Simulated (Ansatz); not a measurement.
Li₃N₃H₆⁺, that is (LiNH2)3 ring with one electron fewer. Charge 1, multiplicity 2. Geometry PBE-D4/def2-SVP, that of the neutral singlet.

```
atom    x (Å)    y (Å)    z (Å)
 Li1  -0.2106   0.5424  -1.5556
  N2  -1.5937   1.2995  -0.4552
 Li3  -1.0477   0.4805   1.1963
  N4   0.2658  -0.6894   1.9722
 Li5   1.2530  -1.0297   0.3579
  N6   1.3266  -0.6117  -1.5175
  H7  -2.5559   1.0660  -0.7530
  H8  -1.6125   2.3331  -0.4382
  H9  -0.1212  -1.5327   2.4281
 H10   0.8226  -0.2632   2.7321
 H11   1.2666  -1.4313  -2.1447
 H12   2.2071  -0.1637  -1.8225
```

At PBE-D4/def2-TZVP, r2SCAN-D4/def2-TZVP the gap within one spin of the charge 1 doublet nearly closes, so an electron or hole may be smeared out by delocalisation error.

Problem. Estimate the α-spin orbital energies around the gap (eV) in Ansatz with PBE-D4/def2-TZVP, r2SCAN-D4/def2-TZVP, PBE0-D4/def2-TZVP.

Solution. 
| orbital | PBE-D4/def2-TZVP | r2SCAN-D4/def2-TZVP | PBE0-D4/def2-TZVP |
| --- | --- | --- | --- |
| HOMO−5 | -12.67 | -13.01 | -14.33 |
| HOMO−4 | -12.29 | -12.65 | -13.94 |
| HOMO−3 | -12.23 | -12.56 | -13.82 |
| HOMO−2 | -10.79 | -11.17 | -12.49 |
| HOMO−1 | -10.61 | -10.96 | -12.21 |
| HOMO | -10.54 | -10.88 | -12.12 |
| LUMO | -4.90 | -4.29 | -4.24 |
| LUMO+1 | -3.95 | -3.34 | -3.27 |
| LUMO+2 | -3.90 | -3.18 | -3.26 |
| LUMO+3 | -3.90 | -3.17 | -3.25 |
| LUMO+4 | -3.14 | -2.47 | -2.40 |
| LUMO+5 | -2.45 | -1.70 | -1.78 |
| β HOMO | -9.82 | -9.83 | -10.51 |
| β LUMO | -9.87 | -9.88 | -9.59 |
